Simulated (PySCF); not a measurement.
## What builds the third ionisation energy along the third row

All values are computed (PySCF 2.14, energy differences of UHF-based or UKS calculations, no spin-orbit coupling). Each column adds one step, in eV (sums use unrounded values): valence MP2, valence CCSD, valence triples, then the next inner shell at CCSD(T) (Si 2s 2p, P 2s 2p, S 2s 2p, Cl 2s 2p, Ar 2s 2p). References (NIST) marked * lie between the lowest fine-structure levels; the others compare directly ((s) semi-empirical, (t) theoretical).

```
                                                         element     UHF  + MP2  + CCSD  + (T)  + inner shell     sum             reference
        Si [Ne] 3s2 → [Ne] 3s1 (aug-cc-pwCVTZ, non-relativistic)  31.956  0.880   0.346  0.000          0.194  33.375                33.493
     P [Ne] 3s2 3p1 → [Ne] 3s2 (aug-cc-pwCVTZ, non-relativistic)  29.584  0.303   0.127  0.030          0.040  30.083              30.203 *
 S [Ne] 3s2 3p2 → [Ne] 3s2 3p1 (aug-cc-pwCVTZ, non-relativistic)  34.156  0.490   0.043  0.034          0.039  34.762    34.86 ± 0.04 (s) *
Cl [Ne] 3s2 3p3 → [Ne] 3s2 3p2 (aug-cc-pwCVTZ, non-relativistic)  38.961  0.662  -0.073  0.037          0.036  39.623     39.8 ± 0.11 (s) *
Ar [Ne] 3s2 3p4 → [Ne] 3s2 3p3 (aug-cc-pwCVTZ, non-relativistic)  39.397  0.831   0.113  0.029          0.049  40.419  40.735 ± 0.012 (s) *
```

What remains against the references is mostly basis incompleteness and, for starred values, spin-orbit coupling.

Problem. What share of the correlation contribution for Ar comes from the inner shell?

Solution. The four steps add to 1.022 eV, of which the inner shell gives 0.049 eV, or 5 %.
